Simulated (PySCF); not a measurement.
PySCF 2.14 output of an unrestricted PBE calculation on a single atom or ion in x2c-QZVPPall with one added diffuse shell each of s, p, d, f type (14s10p8d5f1g, 128 functions), with scalar relativity by spin-free X2C-1e:

```
SCF conv_tol = 1e-09
number electrons alpha = 25  beta = 23
    J. P. Perdew, K. Burke, and M. Ernzerhof.,  Phys. Rev. Lett. 77, 3865 (1996)
    J. P. Perdew, K. Burke, and M. Ernzerhof.,  Phys. Rev. Lett. 78, 1396 (1997)
    J. P. Perdew, K. Burke, and M. Ernzerhof.,  Phys. Rev. Lett. 77, 3865 (1996)
    J. P. Perdew, K. Burke, and M. Ernzerhof.,  Phys. Rev. Lett. 78, 1396 (1997)
cycle= 1 E= -6174.36400984349  delta_E= -0.0299  |g|= 0.0311  |ddm|= 0.56
cycle= 2 E= -6174.36407604638  delta_E= -6.62e-05  |g|= 0.0109  |ddm|= 0.0297
cycle= 3 E= -6174.36409024509  delta_E= -1.42e-05  |g|= 0.0075  |ddm|= 0.0165
cycle= 4 E= -6174.36409542809  delta_E= -5.18e-06  |g|= 0.000234  |ddm|= 0.0044
cycle= 5 E= -6174.36409543637  delta_E= -8.28e-09  |g|= 2.47e-05  |ddm|= 0.00027
cycle= 6 E= -6174.36409543653  delta_E= -1.54e-10  |g|= 3.16e-06  |ddm|= 3.12e-05
converged SCF energy = -6174.36409543653  <S^2> = 2.0019752  2S+1 = 3.0013165
```

The run itself started from symmetry-adapted Hartree-Fock orbitals and held the occupation by maximum overlap, on a logarithmic radial grid, so the iterations belong to that start.

**Question.** Which element, charge and spin multiplicity is this?

**Answer.** Sn²⁺ (tin, charge +2), multiplicity 3; the state was [Kr] 4d9 5s2 5p1, one real determinant (an excited configuration).

⟨L²⟩ = 8.01 against 12 for a pure F term, so this real determinant mixes terms.
